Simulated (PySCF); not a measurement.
Geometries of 3 isomers of C3H6BF, from PBE0-D3(BJ)/def2-SVP geometry optimisation, gas phase (PySCF 2.14.0). One conformer each, no zero-point energy, no frequencies.

Question: Which isomer lies lowest at this level?
A.
```xyz
11
angstrom
F      2.522   -0.278    1.136
B      1.558   -0.290    0.225
C      0.126    0.132    0.582
C     -1.008   -0.594   -0.132
C     -0.699    0.801   -0.510
H      1.863   -0.653   -0.894
H     -0.083    0.458    1.606
H     -1.907   -0.794    0.457
H     -0.739   -1.395   -0.827
H     -0.216    0.988   -1.474
H     -1.379    1.592   -0.187
```
B.
```xyz
11
angstrom
B      0.479   -1.435    0.656
C      0.123   -0.039    0.110
C     -1.188    0.630    0.430
C      1.005    0.625   -0.661
F      2.185    0.152   -1.012
H     -0.298   -2.006    1.388
H      1.520   -1.972    0.368
H     -2.035    0.038    0.048
H     -1.267    1.642    0.002
H     -1.331    0.713    1.519
H      0.839    1.628   -1.077
```
C.
```xyz
11
angstrom
B      1.347   -0.826    0.346
C      0.519    0.357   -0.171
C     -0.835    0.550    0.569
C     -0.816    0.150   -0.839
F     -1.203   -1.106   -1.162
H      2.536   -0.713    0.532
H      0.803   -1.870    0.619
H      1.025    1.286   -0.451
H     -1.104   -0.220    1.297
H     -1.118    1.570    0.840
H     -1.100    0.870   -1.614
```

Answer: A. That is `C1CC1BF`, 49.1 kcal/mol below the next.

| SMILES | atoms numbered as above | E (Eh) | relative (kcal/mol) | relative (kJ/mol) | dipole (D) |
| --- | --- | --- | --- | --- | --- |
| FBC1CC1 | [F:1][BH:2][CH:3]1[CH2:4][CH2:5]1 | -242.20103 | 0.0 | 0.0 | 1.70 |
| B/C(C)=C\F | [BH2:1]/[C:2]([CH3:3])=[CH:4]\[F:5] | -242.12281 | 49.1 | 205.4 | 1.98 |
| B[C@@H]1C[C@@H]1F | [BH2:1][C@@H:2]1[CH2:3][C@@H:4]1[F:5] | -242.11337 | 55.0 | 230.2 | 2.16 |

As drawn, the lowest has a B–F bond, which the highest lacks.
